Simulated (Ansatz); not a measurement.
Computed with Ansatz on PBE0-D4/def2-TZVP structures; ΔE is electronic, products minus reactants. CCSD(T)/CBS is the MP2 limit (def2-TZVPP, def2-QZVPP) plus CCSD(T) − MP2 in def2-TZVPP, frozen cores. This one scheme is used for every species. DFT in def2-TZVPP. One conformer a species, not always the lowest.

Reaction (ligand exchange at the Si–C bond): `F[SiH2]C[SiH](F)F` + `C=N` → `C=N[SiH](F)F` + `C[SiH2]F`

`F[SiH2]C[SiH](F)F`:

```xyz
11

F    -1.048   -2.198    1.586
Si    0.040   -1.109    1.140
C    -0.669   -0.125   -0.274
Si    0.379    1.208   -0.989
F     0.756    2.255    0.146
F     1.743    0.586   -1.519
H     0.311   -0.242    2.309
H     1.260   -1.838    0.723
H    -0.923   -0.821   -1.083
H    -1.607    0.332    0.063
H    -0.242    1.951   -2.102
```

`C=N`:

Cartesian coordinates in Å:
```
C -0.389 -0.023 0.001
N 0.719 0.234 0.544
H -0.516 -0.389 -1.024
H -1.305 0.123 0.578
H 1.491 0.056 -0.100
```

`C=N[SiH](F)F`:

Cartesian coordinates in Å:
```
C 0.749 -1.259 -0.444
N 0.722 -0.268 0.331
Si -0.451 0.975 0.388
F -1.639 0.751 -0.645
F -1.097 0.967 1.832
H 1.571 -1.982 -0.385
H -0.016 -1.468 -1.205
H 0.160 2.285 0.129
```

`C[SiH2]F`:

Z-matrix (Å, degrees):
```
C
Si 1 1.853
H 1 1.094 2 110.1
H 1 1.092 2 111.0 3 -119.6
H 1 1.092 2 111.1 3 119.7
F 2 1.604 1 109.4 3 179.8
H 2 1.485 1 111.5 3 61.3
H 2 1.485 1 111.5 3 -61.7
```

| species | BHLYP energy (Eh) |
| --- | --- |
| `F[SiH2]C[SiH](F)F` | -919.89696 |
| `C=N` | -94.60852 |
| `C=N[SiH](F)F` | -583.99272 |
| `C[SiH2]F` | -430.53149 |

Q: Work out ΔE.

A: ΔE = (-583.99272) + (-430.53149) − (-919.89696) − (-94.60852) = -0.01873 Eh = -0.51 eV. CCSD(T)/CBS gives -0.40 eV.

Q: What do rigid-rotor, harmonic-oscillator terms from PBE0-D4/def2-TZVP frequencies (298.15 K, 1 bar) make of the CCSD(T)/CBS value? (An estimate is asked.)

A: The calculation gave: ΔZPE = 0.00 eV, ΔH = -0.42 eV, ΔS = -8 J/(mol·K), ΔG = -0.39 eV. Modes under 50 cm⁻¹ make the entropy rough.

Largest T1 diagnostic among the species: 0.013.

The D4 term adds +0.04 eV with B3LYP and +0.02 eV with PBE0; it sums over pairs of atoms, weighted by their polarisabilities, and B3LYP, whose exchange is more repulsive, gets the larger term. At CCSD(T), def2-SVP lies +0.03 eV from the extrapolated value and def2-TZVPP +0.01 eV. In def2-TZVPP, CCSD(T) changes the Hartree–Fock value by +0.17 eV (the triples alone add +0.01 eV) and MP2 by +0.14 eV.

B3LYP here is the variant with VWN-RPA as its local correlation; programs differ in this.
